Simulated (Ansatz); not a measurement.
Reaction (ligand exchange at the Si–C bond): `C[Si]N` + HBr → `N[Si]Br` + CH₄

Isolated molecules relaxed with PBE0-D4/def2-TZVP in Ansatz; ΔE leaves out vibrations. CCSD(T)/CBS is the MP2 limit (def2-TZVPP, def2-QZVPP) plus CCSD(T) − MP2 in def2-TZVPP, frozen cores. This one scheme is used for every species. DFT in def2-TZVPP. For Br outer-core shells are correlated without core-valence functions, which leaves a few kJ/mol of doubt a bond. Scalar relativity is left out up to krypton. Each species was taken in one conformer, which may not be the lowest.

`C[Si]N`:

Cartesian coordinates in Å:
```
C 0.254 0.972 0.657
Si 1.101 -0.297 -0.483
N -0.267 -1.240 -0.883
H -0.830 1.052 0.534
H 0.697 1.964 0.529
H 0.458 0.680 1.696
H -0.196 -2.053 -1.475
H -1.215 -1.077 -0.574
```

HBr:

Cartesian coordinates in Å:
```
Br 0.010 -0.556 0.441
H -0.010 0.556 -0.441
```

`N[Si]Br`:

```xyz
5

N    -0.262    0.618    0.129
Si   -0.180   -0.522   -1.130
Br    1.048   -2.110   -0.049
H     0.146    0.523    1.047
H    -0.752    1.491    0.004
```

CH₄:

Z-matrix (Å, degrees):
```
C
H 1 1.090
H 1 1.090 2 109.5
H 1 1.090 2 109.5 3 -120.0
H 1 1.090 2 109.5 3 120.0
```

| level | ΔE (kcal/mol) | difference from CCSD(T)/CBS |
| --- | --- | --- |
| CAM-B3LYP-D4 | -35.8 | -0.1 |
| ωB97X-V | -35.5 | 0.2 |
| ωB97M-V | -36.3 | -0.6 |
| PBE-QIDH | -36.3 | -0.6 |
| r2SCAN | -37.0 | -1.3 |
| HF/def2-SVP | -36.6 | -0.9 |
| MP2/def2-TZVPP | -36.2 | -0.5 |
| CCSD/def2-TZVPP | -34.5 | 1.2 |
| SCS-MP2/def2-QZVPP | -36.2 | -0.5 |
| CCSD/CBS(def2) | -35.7 | 0.0 |
| CCSD(T)/CBS | -35.7 | 0 |

Largest T1 diagnostic among the species: 0.013.

At CCSD(T), def2-SVP lies +1.4 kcal/mol from the extrapolated value and def2-TZVPP +1.1 kcal/mol. In def2-TZVPP, CCSD(T) changes the Hartree–Fock value by +3.0 kcal/mol (the triples alone add −0.0 kcal/mol) and MP2 by +1.4 kcal/mol. Leaving LDA and LC-ωPBE aside and taking each functional with its dispersion term where it has one, the values, not all of them listed here, spread over 2.0 kcal/mol, from BHLYP-D4 to ωB97X-V. LDA lies +1.5 kcal/mol from PBE without D4.
